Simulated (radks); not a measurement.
Problem. Valence configurations of S I (all share [Ne]). Method: scalar-relativistic Kohn-Sham, PBEsol, spin-polarised, spherical densities, finite nucleus; open shells are filled with parallel spins first; Fermi nuclear charge, rms radius 3.2611 fm; computed with a radial shooting solver on a logarithmic mesh with Libxc functionals. Order these by energy: 3s1 3p5; 3p6; 3s1.5 3p4.5; 3s2 3p4.

Solution. From the lowest, in eV above it: 3s2 3p4 0.000; 3s1.5 3p4.5 5.058; 3s1 3p5 10.118; 3p6 21.513. NIST lists [Ne] 3s2 3p4 as the ground configuration; this level of theory agrees among the configurations tried. The energies are those of spherical high-spin densities, not of single terms.
